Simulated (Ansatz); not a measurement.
C3H5ClOSi (`C=C=C(Cl)O[SiH3]`). The species carries charge 0 and has multiplicity 1.

```xyz
11

C     1.287    2.352   -0.803
C     0.922    1.176   -0.391
C     0.580   -0.012    0.017
Cl    1.537   -0.822    1.230
O    -0.467   -0.706   -0.449
Si   -1.462   -1.720    0.427
H     0.938    3.259   -0.315
H     1.953    2.475   -1.653
H    -1.873   -1.066    1.694
H    -2.622   -1.927   -0.467
H    -0.792   -3.010    0.710
```

(1) What are the harmonic wavenumbers in cm⁻¹ at PBE0-D4/def2-TZVP (Ansatz, finite differences of forces, unscaled)? (An estimate is asked.)

(2) Is this a minimum?

(3) Give the ideal-gas thermochemistry at 298.15 K and 1 bar (rigid rotor, harmonic oscillator; point group C1, symmetry number 1).

(4) And at 400, 500, 600, 800 and 1000 K?

(5) Rotational constants (cm⁻¹)?

## Answers

(1) Ansatz gave: 26, 126, 135, 166, 234, 398, 519, 529, 568, 622, 704, 731, 868, 937, 942, 955, 958, 1021, 1103, 1347, 1497, 2098, 2242, 2256, 2270, 3122, 3197.

(2) Yes, all 27 modes are real.

(3) Zero-point energy 176.9 kJ/mol; H(298) − E = 199.8 kJ/mol; entropy 374.4 J/(mol·K), of which translation 168.6, rotation 118.8, vibration 87.0; G(298) − E = 88.2 kJ/mol. Modes under 100 cm⁻¹ are hindered rotations or soft bends, so the harmonic entropy is rough.

(4) 
| T (K) | H − E (kJ/mol) | S (J/mol/K) | G − E (kJ/mol) |
| --- | --- | --- | --- |
| 400 | 213.0 | 412.4 | 48.1 |
| 500 | 228.1 | 445.9 | 5.1 |
| 600 | 244.8 | 476.3 | -41.0 |
| 800 | 281.8 | 529.3 | -141.7 |
| 1000 | 322.3 | 574.5 | -252.2 |

(5) 0.1155, 0.05145, 0.03692.
